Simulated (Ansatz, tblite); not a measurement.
Cost and result up the ladder for Sn(CN)H3 (CH3NSn) (6 atoms). Total charge 0; singlet. Geometry: PBE-D4/def2-TZVP.

```xyz
6

Sn    0.340    0.503   -0.267
C    -0.752   -1.109    0.588
N    -1.347   -1.994    1.059
H     1.500    0.967    0.896
H    -0.796    1.738   -0.583
H     1.055   -0.105   -1.694
```

Ansatz on 4 threads of Arm Neoverse V1 on a shared host; xTB runs through tblite on one thread. Times are rough, summed over both states, and most runs start from the orbitals of an earlier one. PBE0-D4/def2-TZVP serves as the yardstick here, not as an exact answer. The other state is a doublet.

In the def2 sets Sn takes a core potential; there is no spin–orbit coupling. The xTB rows come from tblite.

Run but left out: HF/def2-TZVPP, MP2/def2-TZVPP (charge +1 doublet: a determinant that CCSD turns far, T1 0.052); PBE-D4/def2-TZVP (charge +1 doublet: an occupied level 0.03 eV above an empty one).

Raw xTB energies of ions are shifted by several eV.

```tsv
level	functions	wall time
GFN1-xTB	23	0.006 s
GFN2-xTB	20	0.008 s
PBE0-D4/def2-TZVP (with forces)	130	5.4 s
r2SCAN-D4/def2-TZVP	130	8.5 s
```

(1) Estimate what each level gives for the vertical IE (eV).

## Answers

(1) 
```tsv
level	vertical IE (eV)	difference from PBE0-D4/def2-TZVP (eV)
GFN1-xTB	15.98	4.34
GFN2-xTB	15.19	3.55
PBE0-D4/def2-TZVP (with forces)	11.64	0.00
r2SCAN-D4/def2-TZVP	11.44	-0.20
```
